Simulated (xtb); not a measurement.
AgCl, charge +1, doublet, at a GFN2-xTB geometry (such geometries of metal compounds can be far from the true shape) (the multiplicity is a formal guess); GFN2-xTB with ALPB(chcl3) (xtb).

Here is a job for xtb.
```
$ xtb mol.xyz --gfn 2 --chrg 1 --uhf 1 --alpb chcl3 --json

# file mol.xyz
2

Ag    -0.00000000    -0.00000000    -0.60768631
Cl     0.00000000     0.00000000     1.68007392
```

**Question.** What does xtb print? Leave out banner, timings and long lists.

**Answer.** 
```
   ID    Z sym.   atoms
    1   47 Ag     1
    2   17 Cl     2

           -------------------------------------------------
          |                Calculation Setup                |
           -------------------------------------------------

           -------------------------------------------------
          |                 G F N 2 - x T B                 |
           -------------------------------------------------

      * Solvation model:               ALPB
        Solvent                        chcl3
        Parameter file                 internal GFN2-xTB/ALPB
        Dielectric constant                4.8100E+00
        Reference state                gsolv [1 M gas/solution]
        Free energy shift                  3.8910E-03 Eh       2.4417E+00 kcal/mol
        Temperature                        2.9815E+02 K
        Density                            1.4900E+00 kg/L
        Solvent mass                       1.1938E+02 g/mol
        Interaction kernel             P16
        Born radius scaling (c1)           1.3274E+00
        Born radii integrator          GBOBC
        Born offset                        0.0000E+00 a0       0.0000E+00 AA
        H-bond correction              false
        Ion screening                  false
        Surface tension                    1.0000E-05 Eh       1.5569E+01 dyn/cm
        Grid points                               230 per atom

          ...................................................
          :                      SETUP                      :
          :.................................................:
          :  # basis functions                  20          :
          :  # atomic orbitals                  18          :
          :  # shells                            6          :
          :  # electrons                        17          :
          :  max. iterations                   250          :
          :  Hamiltonian                  GFN2-xTB          :
          :  restarted?                      false          :
          :  GBSA solvation                   true          :
          :  PC potential                    false          :
          :  electronic temp.          300.0000000     K    :
          :  accuracy                    1.0000000          :
          :  -> integral cutoff          0.2500000E+02      :
          :  -> integral neglect         0.1000000E-07      :
          :  -> SCF convergence          0.1000000E-05 Eh   :
[...]
         :: total energy              -8.014659332749 Eh    ::
[...]
        11                         -0.1905644              -5.1855
        12                         -0.1905644              -5.1855
        13                         -0.0759548              -2.0668
        14                         -0.0759548              -2.0668
        15                         -0.0746334              -2.0309
        16                         -0.0746334              -2.0309
        17                         -0.0702576              -1.9118
        18                          0.1485903               4.0433
      -------------------------------------------------------------
                  HL-Gap            0.1874885 Eh            5.1018 eV
             Fermi-level           -0.4797601 Eh          -13.0549 eV

     #   Z          covCN         q      C6AA      α(0)
     1  47 Ag       0.796     0.814   233.063    31.833
     2  17 Cl       0.796     0.186    93.681    14.806

 Mol. C6AA /au·bohr⁶  :        614.886686
 Mol. C8AA /au·bohr⁸  :      42165.866191
 Mol. α(0) /au        :         46.639593

Wiberg/Mayer (AO) data.
largest (>0.10) Wiberg bond orders for each atom

 ---------------------------------------------------------------------------
     #   Z sym  total        # sym  WBO       # sym  WBO       # sym  WBO
 ---------------------------------------------------------------------------
     1  47 Ag   0.922 --     2 Cl   0.922
     2  17 Cl   0.922 --     1 Ag   0.922
 ---------------------------------------------------------------------------

Topologies differ in total number of bonds
Writing topology from bond orders to xtbtopo.mol

molecular dipole:
                 x           y           z       tot (Debye)
 q only:        0.000       0.000      -0.345
   full:        0.000      -0.000      -0.972       2.471
molecular quadrupole (traceless):
                xx          xy          yy          xz          yz          zz
 q only:       -1.473       0.000      -1.473       0.000       0.000       2.947
  q+dip:       -2.702       0.000      -2.702      -0.000      -0.000       5.404
   full:       -2.142      -0.000      -2.142      -0.000      -0.000       4.284

           -------------------------------------------------
          | TOTAL ENERGY               -8.014659332749 Eh   |
          | GRADIENT NORM               0.002251429370 Eh/α |
          | HOMO-LUMO GAP               5.101822106788 eV   |
           -------------------------------------------------

normal termination of xtb
```
